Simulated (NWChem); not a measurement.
octasulfur (S$_{8}$); SMILES S1SSSSSSS1

Computed with NWChem. Structure relaxed at the B3LYP/6-31G* (spherical d) level. Level: M06-2X/def2-SVP with SMD (1 M gas to 1 M solution), gas-phase geometry.

```csv
solvent,dielectric constant,solvation free energy (kcal/mol),cavity-dispersion-structure term (kcal/mol),dipole in solution (D)
water,78.4,-2.7,-2.0,0.26
chlorobenzene,5.70,-8.7,-8.1,0.25
cyclohexanone,15.6,[?],[?],0.26
anisole,4.22,-8.2,-7.7,0.24
```

Task: Complete the blanks.

Result: 
- cyclohexanone, solvation free energy (kcal/mol): -7.4
- cyclohexanone, cavity-dispersion-structure term (kcal/mol): -6.7
